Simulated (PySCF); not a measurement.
Simulated absorption spectrum

C3H7Al.
SMILES: `C=C[CH2][AlH2]`

Theory: TDDFT wB97X-D/def2-SVPD, vertical, gas phase, core orbitals frozen in the response (PySCF). Geometry: PBE0-D3(BJ)/def2-SVP, one conformer, isolated molecule. Torsions of this conformer, `[CH2:1]=[CH:2][CH2:3][AlH2:4]`: C1–C2–C3–Al4 55°.

Computed states:

| state | E (eV) | f |
| --- | --- | --- |
| S1 | 5.25 | 0.139 |
| S2 | 6.49 | 0.117 |
| S3 | 6.63 | 0.0080 |
| S4 | 6.71 | 0.097 |
| S5 | 7.19 | 0.012 |
| S6 | 7.26 | 0.034 |

Broadening: Gaussians 0.3 eV wide at half height, area fixed by f = 4.319×10⁻⁹ ∫ε dν̃. The width is an assumption, not a result. The curve ends short of the highest state used, and states not computed would add to its high-energy end.

Task: What does the envelope look like, and where are its maxima?

Result: 
```
λ (nm)  ε (L mol⁻¹ cm⁻¹)
 186.3             13287
 187.6             14020
 188.9             14183
 190.2             13689
 191.5             12437
 192.8             10483
 194.1              8108
 195.4              5719
 196.7              3670
 198.0              2142
 199.3              1140
 200.6               554
 201.9               246
 203.2               101
 204.5                38
 205.8                13
 207.1                 4
 208.5                 1
 209.8                 0
 211.1                 0
 212.4                 0
 213.7                 1
 215.0                 4
 216.3                11
 217.6                30
 218.9                72
 220.2               162
 221.5               336
 222.8               647
 224.1              1162
 225.4              1944
 226.7              3041
 228.0              4456
 229.3              6128
 230.6              7928
 231.9              9668
 233.2             11133
 234.6             12183
 235.9             12530
 237.2             12238
 238.5             11369
 239.8             10062
 241.1              8499
 242.4              6860
 243.7              5300
 245.0              3925
 246.3              2789
 247.6              1905
 248.9              1253
 250.2               793
 251.5               485
 252.8               286
 254.1               163
 255.4                90
 256.7                48
 258.0                25
```

Maxima: 236 nm (5.25 eV), ε about 13000, made up of S1 (100%); 189 nm (6.57 eV), ε about 14000, made up of S2 (60%) and S4 (36%) (ε in L mol⁻¹ cm⁻¹; maxima over ε = 5, shares over 10%).

Task: Coming from long wavelengths, where does ε first pass 100 L mol⁻¹ cm⁻¹?

Result: At about 255 nm (4.86 eV), 0.40 eV below S1.

Task: On this curve, what absorbance would a 10⁻³ mol/L sample give at 193 nm over a 1 cm path?

Result: 193 nm is 6.424 eV, where ε is about 10000 L mol⁻¹ cm⁻¹, so A = ε c l ≈ 10 (Beer–Lambert, with the gas-phase spectrum and the assumed width).

Task: What would ε be at 6.57 eV, the highest of these maxima, with half the width (0.15 eV)?

Result: About 12300 L mol⁻¹ cm⁻¹ against 14200, a factor of about 0.9; a lone state at its own centre would give exactly 2.
